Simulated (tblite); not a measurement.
Record of a relaxation.

C6H7N2S (doublet state).
Atom-mapped SMILES: `[CH2:1][C@@H:2]1[CH2:3][C@@H:4]1[c:5]1[cH:6][n:7][s:8][n:9]1` (hydrogens: H10, H11 on C1; H12 on C2; H13, H14 on C3; H15 on C4; H16 on C6)
Bond orders are those of one Lewis drawing.

Computed with GFN2-xTB (tblite), gas phase: L-BFGS steps from a force-field or distance-geometry start until the largest atomic force falls under 0.01 eV/Å. 11 of its 107 geometries are shown.

Step 0: E = -690.6415 eV, largest atomic force 2.792 eV/Å
```
atom  x, y, z in Å  |  force x, y, z in eV/Å
C1     -1.177   -0.854    1.308   -0.063   0.158   0.002
C2     -1.313    0.442    0.632   -0.230  -1.333   0.811
C3     -1.548    0.455   -0.837   -0.372   0.507  -0.642
C4     -0.237    0.948   -0.304    1.581  -0.877  -0.910
C5      1.048    0.112   -0.591   -1.508   1.003  -0.251
C6      2.034   -0.157    0.391    0.882  -0.395   0.374
N7      3.096   -0.854   -0.030   -2.209   0.805  -1.405
S8      2.796   -1.132   -1.649   -0.271   0.234   0.168
N9      1.322   -0.355   -1.819    1.401  -0.271   2.400
H10    -0.886   -0.902    2.353   -0.197   0.017  -0.404
H11    -1.429   -1.777    0.791    0.294   0.418   0.213
H12    -1.832    1.185    1.233    0.279   0.161  -0.003
H13    -2.246    1.206   -1.221    0.279  -0.295   0.049
H14    -1.572   -0.476   -1.394    0.083   0.159   0.232
H15    -0.071    2.021   -0.316    0.172  -0.161   0.004
H16     2.008    0.147    1.443   -0.120  -0.129  -0.639
```

Step 11: E = -691.0598 eV, largest atomic force 0.205 eV/Å
```
atom  x, y, z in Å  |  force x, y, z in eV/Å
C1     -1.211   -0.866    1.308    0.021   0.089  -0.007
C2     -1.317    0.391    0.634   -0.003   0.082  -0.115
C3     -1.546    0.462   -0.856    0.016   0.062  -0.005
C4     -0.218    0.918   -0.343   -0.070  -0.026  -0.046
C5      1.002    0.134   -0.563    0.080   0.086   0.009
C6      2.006   -0.134    0.404   -0.049   0.040  -0.034
N7      3.013   -0.815   -0.081    0.045  -0.044   0.067
S8      2.740   -1.119   -1.652    0.038  -0.035  -0.021
N9      1.310   -0.366   -1.744   -0.059  -0.055   0.006
H10    -0.969   -0.890    2.352   -0.121  -0.045   0.080
H11    -1.292   -1.799    0.781    0.139   0.089  -0.026
H12    -1.691    1.218    1.237   -0.056  -0.168  -0.013
H13    -2.224    1.206   -1.252    0.025  -0.039   0.065
H14    -1.569   -0.480   -1.395    0.036   0.154   0.130
H15    -0.034    1.991   -0.283   -0.044  -0.177   0.010
H16     1.992    0.157    1.441    0.001  -0.013  -0.101
```

Step 21: E = -691.1325 eV, largest atomic force 0.441 eV/Å
```
atom  x, y, z in Å  |  force x, y, z in eV/Å
C1     -1.182   -0.861    1.306   -0.070   0.427  -0.063
C2     -1.305    0.398    0.649   -0.035  -0.029  -0.020
C3     -1.548    0.485   -0.849    0.076   0.088   0.019
C4     -0.217    0.918   -0.346    0.102  -0.058   0.004
C5      0.995    0.124   -0.597    0.014   0.090  -0.014
C6      2.010   -0.101    0.365    0.071  -0.151   0.045
N7      3.002   -0.823   -0.093    0.094  -0.041   0.122
S8      2.711   -1.210   -1.643   -0.115   0.159   0.072
N9      1.289   -0.438   -1.756   -0.212  -0.020   0.041
H10    -1.295   -0.926    2.363   -0.058  -0.081   0.205
H11    -0.911   -1.724    0.752    0.154  -0.382  -0.157
H12    -1.733    1.188    1.260    0.042  -0.017  -0.080
H13    -2.228    1.246   -1.207   -0.003  -0.145  -0.004
H14    -1.575   -0.460   -1.379   -0.048   0.200   0.018
H15    -0.010    1.980   -0.232   -0.075  -0.081  -0.088
H16     1.990    0.214    1.395    0.064   0.039  -0.100
```

Step 32: E = -691.1616 eV, largest atomic force 0.067 eV/Å
```
atom  x, y, z in Å  |  force x, y, z in eV/Å
C1     -1.158   -0.860    1.301    0.002  -0.055   0.030
C2     -1.295    0.399    0.649   -0.034  -0.024   0.043
C3     -1.544    0.503   -0.852    0.060   0.011  -0.025
C4     -0.217    0.925   -0.332    0.042  -0.013   0.017
C5      0.989    0.121   -0.574    0.025   0.036  -0.038
C6      2.030   -0.099    0.365    0.004   0.023  -0.004
N7      3.003   -0.839   -0.103   -0.016   0.025  -0.008
S8      2.659   -1.246   -1.640   -0.044  -0.011   0.033
N9      1.235   -0.476   -1.724   -0.031  -0.025  -0.012
H10    -1.464   -0.990    2.322    0.010   0.027  -0.050
H11    -0.719   -1.697    0.793   -0.015   0.005  -0.014
H12    -1.748    1.176    1.250   -0.053   0.031   0.027
H13    -2.235    1.260   -1.190    0.011  -0.007  -0.008
H14    -1.581   -0.421   -1.405   -0.003  -0.020  -0.010
H15    -0.015    1.987   -0.245    0.003  -0.001   0.017
H16     2.054    0.267    1.375    0.039  -0.001   0.001
```

Step 42: E = -691.1734 eV, largest atomic force 0.129 eV/Å
```
atom  x, y, z in Å  |  force x, y, z in eV/Å
C1     -1.175   -0.878    1.278   -0.003  -0.049   0.103
C2     -1.314    0.388    0.646   -0.069  -0.016   0.029
C3     -1.512    0.511   -0.858    0.045   0.048  -0.081
C4     -0.208    0.948   -0.292   -0.028  -0.018   0.019
C5      0.992    0.146   -0.542    0.016  -0.031  -0.026
C6      2.087   -0.040    0.340   -0.079  -0.061   0.027
N7      3.011   -0.834   -0.140   -0.045   0.016  -0.036
S8      2.553   -1.333   -1.621    0.048  -0.008   0.010
N9      1.146   -0.534   -1.665    0.039  -0.017   0.013
H10    -1.534   -1.025    2.278    0.023  -0.022  -0.025
H11    -0.664   -1.688    0.793   -0.038   0.000  -0.025
H12    -1.809    1.141    1.244   -0.011   0.050   0.015
H13    -2.195    1.258   -1.227   -0.066   0.054   0.045
H14    -1.526   -0.411   -1.417    0.074  -0.002  -0.027
H15    -0.025    2.010   -0.167    0.017  -0.044  -0.015
H16     2.167    0.348    1.338    0.076   0.100  -0.028
```

Step 53: E = -691.1968 eV, largest atomic force 0.150 eV/Å
```
atom  x, y, z in Å  |  force x, y, z in eV/Å
C1     -1.242   -0.919    1.252    0.025   0.065  -0.062
C2     -1.368    0.354    0.641   -0.063  -0.024  -0.134
C3     -1.474    0.532   -0.866    0.025   0.050  -0.054
C4     -0.201    0.958   -0.231    0.004  -0.014   0.146
C5      0.986    0.147   -0.489    0.015   0.025  -0.035
C6      2.163    0.042    0.295   -0.032   0.016   0.007
N7      3.030   -0.814   -0.183    0.054   0.083  -0.024
S8      2.438   -1.449   -1.558    0.047  -0.091   0.011
N9      1.037   -0.643   -1.550    0.020  -0.065   0.017
H10    -1.555   -1.076    2.263   -0.020  -0.029   0.027
H11    -0.739   -1.712    0.734   -0.026  -0.067   0.018
H12    -1.899    1.103    1.222    0.101  -0.048  -0.011
H13    -2.162    1.271   -1.243   -0.015   0.067   0.045
H14    -1.392   -0.353   -1.480   -0.098  -0.021   0.070
H15    -0.010    2.002   -0.025   -0.003   0.034  -0.012
H16     2.379    0.567    1.208   -0.035   0.018  -0.008
```

Step 64: E = -691.2660 eV, largest atomic force 0.204 eV/Å
```
atom  x, y, z in Å  |  force x, y, z in eV/Å
C1     -1.368   -1.020    1.162   -0.024   0.009  -0.037
C2     -1.415    0.278    0.612   -0.036  -0.005  -0.070
C3     -1.469    0.617   -0.858    0.077  -0.009   0.000
C4     -0.170    0.905   -0.197    0.006  -0.039   0.189
C5      0.997    0.083   -0.450   -0.049  -0.049   0.023
C6      2.271    0.235    0.166    0.042   0.017  -0.091
N7      3.150   -0.643   -0.241   -0.001  -0.042  -0.025
S8      2.446   -1.637   -1.328   -0.031   0.081   0.146
N9      0.977   -0.949   -1.286    0.033   0.125   0.036
H10    -1.596   -1.145    2.204   -0.017  -0.084  -0.009
H11    -1.002   -1.875    0.619   -0.031   0.199  -0.033
H12    -1.880    1.030    1.242    0.098  -0.065   0.079
H13    -2.103    1.449   -1.131    0.051  -0.045  -0.050
H14    -1.447   -0.197   -1.564   -0.071  -0.084   0.002
H15     0.049    1.909    0.140    0.035   0.036  -0.049
H16     2.555    0.971    0.901   -0.081  -0.046  -0.111
```

Step 74: E = -691.3110 eV, largest atomic force 0.204 eV/Å
```
atom  x, y, z in Å  |  force x, y, z in eV/Å
C1     -1.473   -1.071    1.078   -0.005   0.012   0.042
C2     -1.451    0.265    0.635    0.101   0.040   0.068
C3     -1.446    0.657   -0.818   -0.019   0.011  -0.066
C4     -0.151    0.862   -0.117   -0.021   0.010   0.011
C5      1.008    0.039   -0.372   -0.035   0.015  -0.021
C6      2.332    0.350    0.042   -0.032  -0.076  -0.187
N7      3.211   -0.550   -0.313   -0.007  -0.011   0.021
S8      2.445   -1.749   -1.113    0.046   0.078   0.049
N9      0.956   -1.113   -1.028   -0.059  -0.040   0.068
H10    -1.703   -1.306    2.101   -0.012   0.037  -0.051
H11    -1.125   -1.864    0.447    0.010  -0.038  -0.096
H12    -1.856    0.994    1.328   -0.018   0.007  -0.026
H13    -2.000    1.537   -1.113   -0.045  -0.008   0.069
H14    -1.484   -0.147   -1.536    0.047  -0.081   0.002
H15     0.095    1.860    0.217   -0.008   0.055   0.030
H16     2.634    1.244    0.552    0.058  -0.011   0.087
```

Step 85: E = -691.3223 eV, largest atomic force 0.029 eV/Å
```
atom  x, y, z in Å  |  force x, y, z in eV/Å
C1     -1.472   -1.079    1.049   -0.018  -0.007  -0.007
C2     -1.435    0.272    0.645   -0.008  -0.019  -0.005
C3     -1.434    0.662   -0.811    0.009  -0.001   0.004
C4     -0.149    0.877   -0.089    0.004   0.021  -0.019
C5      1.007    0.046   -0.342   -0.003   0.008  -0.023
C6      2.347    0.374   -0.002   -0.005   0.005  -0.011
N7      3.213   -0.543   -0.348   -0.001  -0.009   0.027
S8      2.417   -1.776   -1.053   -0.002  -0.005  -0.004
N9      0.929   -1.139   -0.933   -0.004  -0.002   0.015
H10    -1.746   -1.343    2.051    0.005  -0.012   0.013
H11    -1.137   -1.851    0.383    0.011  -0.001   0.010
H12    -1.865    0.987    1.337    0.009  -0.007  -0.002
H13    -2.009    1.528   -1.104    0.008  -0.001   0.008
H14    -1.446   -0.155   -1.518   -0.001   0.015  -0.003
H15     0.093    1.879    0.239    0.001   0.017   0.005
H16     2.680    1.273    0.485   -0.005  -0.003  -0.009
```

Step 95: E = -691.3233 eV, largest atomic force 0.013 eV/Å
```
atom  x, y, z in Å  |  force x, y, z in eV/Å
C1     -1.476   -1.089    1.039    0.009   0.004  -0.002
C2     -1.433    0.265    0.644   -0.005   0.002  -0.004
C3     -1.433    0.670   -0.809    0.002   0.000  -0.002
C4     -0.147    0.881   -0.088   -0.001   0.000  -0.002
C5      1.008    0.050   -0.344   -0.005  -0.004  -0.002
C6      2.350    0.382   -0.016   -0.002   0.001   0.003
N7      3.212   -0.545   -0.342   -0.003  -0.002   0.005
S8      2.411   -1.791   -1.020   -0.003  -0.002  -0.005
N9      0.925   -1.147   -0.910    0.001  -0.007   0.011
H10    -1.753   -1.357    2.040    0.009   0.000   0.004
H11    -1.137   -1.859    0.374    0.008   0.001  -0.009
H12    -1.861    0.975    1.341    0.000   0.001  -0.001
H13    -2.009    1.538   -1.090   -0.001   0.000   0.000
H14    -1.443   -0.138   -1.525   -0.009   0.002  -0.003
H15     0.094    1.882    0.247    0.000   0.002   0.005
H16     2.685    1.292    0.447    0.001   0.001   0.002
```

Step 106: E = -691.3237 eV, largest atomic force 0.009 eV/Å
```
atom  x, y, z in Å  |  force x, y, z in eV/Å
C1     -1.468   -1.090    1.032    0.002   0.000   0.000
C2     -1.435    0.264    0.641   -0.004   0.002  -0.002
C3     -1.436    0.675   -0.810   -0.001  -0.001   0.002
C4     -0.150    0.883   -0.089    0.003   0.002  -0.001
C5      1.005    0.049   -0.342   -0.001   0.004  -0.002
C6      2.347    0.382   -0.017    0.005   0.001   0.001
N7      3.207   -0.550   -0.336    0.002   0.000   0.002
S8      2.404   -1.800   -1.002   -0.004  -0.004  -0.002
N9      0.920   -1.153   -0.896   -0.005  -0.006  -0.003
H10    -1.730   -1.363    2.036    0.001  -0.002   0.000
H11    -1.124   -1.855    0.362   -0.001  -0.002  -0.001
H12    -1.864    0.972    1.341    0.001   0.000   0.004
H13    -2.011    1.546   -1.086   -0.003   0.000   0.000
H14    -1.451   -0.129   -1.530    0.004  -0.001   0.000
H15     0.092    1.883    0.249    0.003   0.001  -0.005
H16     2.685    1.295    0.437   -0.001   0.006   0.006
```

**Question.** Summarise the path.

**Answer.** The energy falls by 65.82 kJ/mol from step 0 to step 106; nine tenths of that is first reached at step 62. It rises by more than 0.2 meV at step 56. The largest force goes from 2.792 to 0.009 eV/Å. Among the bonds C4–C5 changes most, from 1.560 to 1.446 Å; the atoms move by 0.738 Å rms after alignment.

What follows is the cost of the whole relaxation. On one thread of an Arm Neoverse V1, on a shared host, this took 0.79 s wall.
